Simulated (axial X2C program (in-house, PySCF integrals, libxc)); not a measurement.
# Ionising MnSi

Computed with an in-house relativistic program for diatomic molecules, spin-free (one-electron X2C) or two-component (2c: spin–orbit coupling with atomic mean-field Coulomb and Gaunt terms, which also bring small scalar terms), in Dyall basis sets with cores contracted in-house; open shells are unrestricted.

Basis sets: Mn dyall-cv3z, Si dyall-v3z. Frozen shells (counts by l): MnSi Mn 3s2p, Si 2s1p, 11 electrons correlated; MnSi⁺ Mn 3s2p, Si 2s1p, 10 electrons correlated. Coupled cluster in natural virtuals with an MP2 remainder. Where the outer core of a metal is frozen, bonds come out longer and ionisation energies lower.

```
Hamiltonian    level        MnSi state  Re (Å)  ωe (cm⁻¹)  De (eV)
  spin-free       HF  M_S = 7/2, Λ = 0   2.646      252.1     0.58
  spin-free      M06  M_S = 7/2, Λ = 0   2.544      264.0     0.88
  spin-free     PBE0  M_S = 7/2, Λ = 0   2.494      294.3     1.29
  spin-free     CCSD  M_S = 7/2, Λ = 0   2.553      263.5     0.65
  spin-free  CCSD(T)  M_S = 7/2, Λ = 0   2.550      263.9     0.75
         2c       HF           Ω = 3/2   2.606      262.3     1.01
         2c      M06           Ω = 3/2   2.308      340.8     1.68
         2c     PBE0           Ω = 3/2   2.333      326.1     1.97
```

Adiabatic ionisation energy (minimum to minimum, no zero-point term) and constants of MnSi⁺:

| Hamiltonian | level | MnSi⁺ state | IE (eV) | Re (Å) | ωe (cm⁻¹) | De (eV) | fragments |
| --- | --- | --- | --- | --- | --- | --- | --- |
| spin-free | HF | M_S = 2, Λ = 1 | 5.86 | 2.971 | 166.2 | 0.74 | Mn+ + Si |
| spin-free | M06 | M_S = 2, Λ = 1 | 6.43 | 2.499 | 267.5 | 2.28 | Mn+ + Si |
| spin-free | PBE0 | M_S = 2, Λ = 1 | 6.59 | 2.549 | 247.6 | 1.79 | Mn+ + Si |
| spin-free | CCSD | M_S = 2, Λ = 1 | 6.44 | 2.686 | 218.7 | 1.41 | Mn+ + Si |
| spin-free | CCSD(T) | M_S = 2, Λ = 1 | 6.53 | 2.661 | 224.8 | 1.49 | Mn+ + Si |
| 2c | HF | Ω = 3 | 6.28 | 2.972 | 166.1 | 0.75 | Mn+ + Si |
| 2c | M06 | Ω = 3 | 7.22 | 2.499 | 267.4 | 2.30 | Mn+ + Si |
| 2c | PBE0 | Ω = 3 | 7.26 | 2.548 | 247.5 | 1.80 | Mn+ + Si |

Question: Add the zero-point terms to the ionisation energy at PBE0, 2c, and say whether the electron removed was bonding.

Answer: IE0 = IE + (ωe⁺ − ωe)/2 = 7.26 + (-0.005) = 7.26 eV. Re changes by 0.215 Å, so the bond lengthens, as on loss of a bonding electron.

Question: Close the cycle De(MnSi⁺) + IE(MnSi) = De(MnSi) + IE(Mn) to find the atomic ionisation energy at PBE0, 2c.

Answer: IE(Mn) = 1.80 + 7.26 − 1.97 = 7.09 eV, for the determinants used.

Each entry is the lowest single determinant of a limited PBE0 search at one distance. De goes to single-determinant-based atoms at the same level (for ions the charge split of lowest energy) and is withheld (n/a) where an atom does not fit its ground term or J level. Main or longest-lived isotopes. One determinant is a doubtful description, or other states lie close, for MnSi, MnSi⁺; these need not be ground states, and all values refer to the states named. Some open-shell Ω = 0 determinants are out of reach, so the Ω given for MnSi⁺ need not be the lowest component. With several unpaired electrons the Ω given is that of one determinant, not necessarily of the lowest component. Some light 2c atoms are not at their ground J level, so De misses part of their lowering (0.04 eV or less). The functionals have no current term, which raises determinants with orbital currents.
